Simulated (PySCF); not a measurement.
**[Eu(H2O)]3+ at several levels of theory**

Computed with PySCF 2.14.0 (density fitting, no spin-orbit coupling) at the geometry relaxed with TPSS:

```xyz
4
[Eu(H2O)]3+ (singlet in the valence; each metal's 4f electrons, 6 of them, lie in its core potential, out of spins and levels)
Eu    0.0000    0.0000   -0.0963
O     0.0000    0.0000    2.1291
H     0.7887    0.0000    2.7635
H    -0.7887    0.0000    2.7635
```

| level | basis | state | HOMO (eV) | gap (eV) | charge on Eu1 (e) | population of f-type functions on Eu1 (polarisation alone where 4f lies in the core) | dipole about the centre of mass (D) | largest force component (eV/Å) |
| --- | --- | --- | --- | --- | --- | --- | --- | --- |
| TPSS | Eu lcecp-1-SVP with ECP52, O def2-SVP, H def2-SVP | singlet | -26.24 | 4.92 | 2.53 | 0.02 | 3.30 | 0.00 |
| PBE | the same | singlet | -26.23 | 4.65 | 2.50 | 0.02 | 3.43 | 0.16 |
| BP86 | the same | singlet | -26.32 | 4.82 | 2.51 | 0.02 | 3.39 | 0.20 |
| r2SCAN | the same | singlet | -26.46 | 5.62 | 2.56 | 0.02 | 3.11 | 0.30 |
| TPSS | Eu lcecp-1-TZVP with ECP52, O def2-TZVP, H def2-TZVP | singlet | -26.24 | 4.92 | 2.61 | 0.03 | 3.32 | 0.26 |

In the lcecp rows the 4f levels are missing from HOMO and gap, and the state counts the valence alone.

Charges are Mulliken's, which hang on the basis. The relaxation used the grid (50, 194), these runs (75, 302) or, all-electron (x2c bases, spin-free X2C Hamiltonian), (99, 590).

(1) What does BLYP with Eu lcecp-1-SVP with ECP52, O def2-SVP, H def2-SVP give here?

No frequency check is given that shows the relaxed geometry to be a minimum. An lcecp potential fixes the number of 4f electrons, so in runs with it no electron can move into or out of that shell.

## Answers

(1) state singlet, HOMO (eV) -26.11, gap (eV) 4.53, charge on Eu1 (e) 2.50, population of f-type functions on Eu1 (polarisation alone where 4f lies in the core) 0.02, dipole about the centre of mass (D) 3.43, largest force component (eV/Å) 0.14. Time: 1.2 s on 2 threads of AMD EPYC 9R45 96-Core Processor (Zen 5) (shared host), from an already converged density.
